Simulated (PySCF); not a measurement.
## HTaO₂ + H₂O → H₃TaO + O₂

Level: PBE0 in the def2-TZVP basis family, computed in PySCF with density fitting; scalar-relativistic core potentials for atoms from Rb on, none lighter, no spin–orbit coupling; open shells unrestricted.

```json
{"species": "HTaO₂", "state and structure": "singlet, Cs, Ta–H 1.779 Å, Ta–O 1.722 Å (×2); H–Ta–O 101.4° (×2), O–Ta–O 105.8°", "ZPE (kJ/mol)": "31.9", "H(298 K) − H(0) (kJ/mol)": "12.1", "S° (J/(mol K))": "285.1"}
{"species": "H₂O", "state and structure": "singlet, C2v, O–H 0.960 Å (×2); H–O–H 105.1°", "ZPE (kJ/mol)": "56.5", "H(298 K) − H(0) (kJ/mol)": "9.9", "S° (J/(mol K))": "188.7"}
{"species": "H₃TaO", "state and structure": "singlet, C3v, Ta–H 1.782 Å (×3), Ta–O 1.692 Å; H–Ta–H 114.8° (×3), H–Ta–O 103.4° (×3)", "ZPE (kJ/mol)": "59.6", "H(298 K) − H(0) (kJ/mol)": "11.8", "S° (J/(mol K))": "263.8"}
{"species": "O₂", "state and structure": "triplet, D∞h, O–O 1.193 Å", "ZPE (kJ/mol)": "10.3", "H(298 K) − H(0) (kJ/mol)": "8.7", "S° (J/(mol K))": "204.9"}
```

(1) Is the gas-phase reaction uphill or downhill in electronic energy at this level, and by how much?

(2) Add zero-point, thermal and entropy terms for 298.15 K and 1 bar.

## Answers

(1) At PBE0/def2-TZVP, ΔE = 448.4 kJ/mol, uphill. 

(2) ΔZPE = -18.5 and Δ[H(298) − H(0)] = -1.5 kJ/mol give ΔH° = 428.4 kJ/mol. ΔS° = -5.1 J/(mol K), so ΔG° = 428.4 − 298.15 × (-0.0051) = 430 kJ/mol.

Spin–orbit coupling can matter for HTaO₂, H₃TaO and is left out. Each species is the lowest minimum found with this bonding; other isomers or fragments can lie lower.
